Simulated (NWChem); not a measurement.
BN₂H₄Br; SMILES NB(N)Br

```xyz
8

B      0.0000     0.0000    -0.9640
Br     0.0000     0.0000     0.9938
N      0.0000     1.2479    -1.6101
H      0.0000     2.1166    -1.0970
H      0.0000     1.3551    -2.6148
N      0.0000    -1.2479    -1.6101
H      0.0000    -1.3551    -2.6148
H      0.0000    -2.1166    -1.0970
```
Atoms are numbered in this order, from 1.

All runs: NWChem. Structure relaxed at the PBE0/def2-SVP level. B3LYP is NWChem's, with the RPA form of VWN correlation. Ions are spin-unrestricted doublets at the neutral geometry; other ion states weren't tried.

For level PBE0/def2-SVPD:

```
Property       Result
-------------  ------
−ε(HOMO) (eV)    7.52
```

Estimate the same quantities for level B3LYP/def2-SVPD.


| Property | Value |
|---|---|
| −ε(HOMO) (eV) | 7.28 |
